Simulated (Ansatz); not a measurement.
Basis sets compared for Si₄O₄. The state is a singlet with charge 0. Geometry B3LYP-D4/def2-SVP. Ansatz on 4 threads of Arm Neoverse V2 on a shared host; times are rough, and most runs start from earlier orbitals.

```xyz
8

Si   -1.246   -0.959    1.606
Si    0.602    1.899   -1.041
Si   -1.293   -0.729   -1.688
Si    1.936   -0.210    1.122
O     0.417   -0.706    1.650
O    -0.417    0.707   -1.649
O    -1.537   -1.023   -0.049
O     1.537    1.022    0.049
```

The restricted singlet is unstable towards broken spin symmetry in Hartree–Fock (as tested in another run); at PBE-D4/def2-SVP, PBE-D4/def2-TZVPD, PBE0-D4/def2-SVP, PBE0-D4/def2-TZVP and others this wasn't settled. The structure comes from a short search, and lower isomers may exist.

Binding counts from free atoms (Si triplet, O triplet) in the same basis, without a counterpoise term.

```
                               level  functions  energy (Eh)  HOMO (eV)  LUMO (eV)  binding per atom (eV)  wall time
                     PBE-D4/def2-SVP        128   -1457.6345      -5.76      -3.30                   5.03      1.4 s
                    PBE-D4/def2-TZVP        272   -1458.4286      -5.83      -3.35                   5.10      3.7 s
                    PBE0-D4/def2-SVP        128   -1457.7150      -6.81      -2.47                   4.79      1.9 s
                   PBE0-D4/def2-TZVP        272   -1458.5077      -6.86      -2.52                   4.88        7 s
CAM-B3LYP-D4/def2-TZVP (with forces)        272   -1459.2698      -8.11      -1.39                   5.00        9 s
```

Estimate the rows for PBE-D4/def2-TZVPD, PBE0-D4/def2-TZVPD, CAM-B3LYP-D4/def2-TZVPD.


```json
{"level": "PBE-D4/def2-TZVPD", "functions": "332", "energy (Eh)": "-1458.4316", "HOMO (eV)": "-5.88", "LUMO (eV)": "-3.40", "binding per atom (eV)": "5.09", "wall time": "6 s"}
{"level": "PBE0-D4/def2-TZVPD", "functions": "332", "energy (Eh)": "-1458.5101", "HOMO (eV)": "-6.89", "LUMO (eV)": "-2.55", "binding per atom (eV)": "4.88", "wall time": "9.5 s"}
{"level": "CAM-B3LYP-D4/def2-TZVPD", "functions": "332", "energy (Eh)": "-1459.2728", "HOMO (eV)": "-8.15", "LUMO (eV)": "-1.44", "binding per atom (eV)": "5.00", "wall time": "13 s"}
```
